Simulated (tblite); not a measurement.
Compound: C6H8N (doublet state).
Atom-mapped SMILES: `[C:1]#[C:2][C@H:3]([CH2:4][CH3:5])[N:6]=[CH2:7]` (hydrogens: H8 on C3; H9, H10 on C4; H11, H12, H13 on C5; H14, H15 on C7)

A start from a force field or distance geometry was refined with tblite, GFN2-xTB geometry optimisation, gas phase. Values at the start:

```
 coordinate    start
      C1≡C2  1.205 Å
      C2–C3  1.469 Å
      C3–C4  1.529 Å
      C3–N6  1.430 Å
      C3–H8  1.097 Å
      C4–C5  1.518 Å
      C4–H9  1.107 Å
     C4–H10  1.113 Å
     C5–H11  1.117 Å
      N6=C7  1.287 Å
     C7–H14  1.070 Å
     C7–H15  1.082 Å
   C1–C2–C3   177.5°
   C2–C3–C4   108.0°
   C2–C3–N6   107.8°
   C3–C4–C5   106.0°
   C3–N6–C7   116.1°
   C4–C3–N6   111.3°
C2–C3–C4–C5      58°
C2–C3–N6–C7     -31°
```

Question: How do these coordinates change at the GFN2-xTB level?

Answer: 
| coordinate | GFN2-xTB (Å or °) | change |
| --- | --- | --- |
| N6=C7 | 1.248 | -0.039 |
| C5–H11 | 1.088 | -0.029 |
| C7–H14 | 1.092 | +0.022 |
| C4–H10 | 1.092 | -0.021 |
| C4–H9 | 1.092 | -0.015 |
| C3–N6 | 1.416 | -0.014 |
| C2–C3 | 1.482 | +0.013 |
| C3–C4 | 1.538 | +0.009 |
| C1≡C2 | 1.196 | -0.009 |
| C4–C5 | 1.522 | +0.004 |
| C3–H8 | 1.100 | +0.003 |
| C7–H15 | 1.081 | -0.001 |
| C3–N6–C7 | 125.8 | +9.7 |
| C2–C3–N6 | 114.5 | +6.7 |
| C3–C4–C5 | 111.9 | +5.9 |
| C4–C3–N6 | 109.0 | -2.3 |
| C2–C3–C4 | 110.1 | +2.1 |
| C1–C2–C3 | 176.5 | -1.0 |
| C2–C3–N6–C7 | 6 | +37 |
| C2–C3–C4–C5 | 62 | +4 |

The energy falls by 46.4 kJ/mol over 68 L-BFGS steps, the largest force on an atom goes from 2.64 to 0.008 eV/Å, and the atoms move by 0.426 Å rms after alignment. The bond that changes most is N6=C7 (ends: nitrogen bonded to 2 C; carbon bonded to N and 2 H), which shortens by 0.039 Å. Bonds longer at the end by more than 0.005 Å: 3 of 14; shorter: 7. Among the dihedrals that turn most is C2–C3–N6–C7, from -31° to 6°. Rotational constants go from 4307, 2282, 1588 to 3836, 2242, 1524 MHz.

On one thread of an Arm Neoverse V2, shared host with 96 logical CPUs at a one-minute load of 64, this took 0.3 s.

Its GFN2-xTB frequencies are all real (lowest 75 cm⁻¹). 3 starts were optimised and ended at 0.00, 0.10 and 5.09 kcal/mol (GFN2-xTB); the lowest of these is shown.

One conformer stands for the species.

All values are computed, not measured.
